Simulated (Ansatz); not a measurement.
Worked example: SiHF3 + Se(CH3)(SiH2) → SiF3 + Se(CH3)(SiH3)

Species: SiHF3 `F[SiH](F)F`, singlet; Se(CH3)(SiH2), doublet; SiF3 (trifluorosilyl) `F[Si](F)F`, doublet; Se(CH3)(SiH3), singlet. A radical takes H: the energy is the difference in strength between two Si–H bonds in different surroundings.

Shapes, held fixed at every level: PBE0-D4/def2-TZVP. Flexible molecules stand in one conformer, not always the lowest. Programs: Ansatz 0.2.0. The zero-point and thermal change to 298 K, harmonic and unscaled (PBE0-D4/def2-TZVP), is -0.1 kJ/mol.

At CCSD(T)/def2-TZVPP; 1 Eh = 2625.50 kJ/mol:

```
      species   energy (Eh)
        SiHF3   -589.094116
Se(CH3)(SiH2)  -2730.181564
         SiF3   -588.427260
Se(CH3)(SiH3)  -2730.828621
```

**Question.** Work out ΔH(298 K) of the reaction at this level.

**Answer.** 
1. Products less reactants: (-588.427260) + (-2730.828621) − [(-589.094116) + (-2730.181564)] = 0.019799 Eh = +52.0 kJ/mol.
2. With the thermal change: +52.0 + (-0.1) = +51.9 kJ/mol.

Other levels give +44.5 (HF/def2-TZVPP) to +55.7 kJ/mol (CCSD/def2-SVP). No measured value is set beside it here. Open shells run unrestricted unless RO is named. Relativity is left out for Se unless named. Correlated rows may include outer-core shells of Se, which these sets cover unevenly.
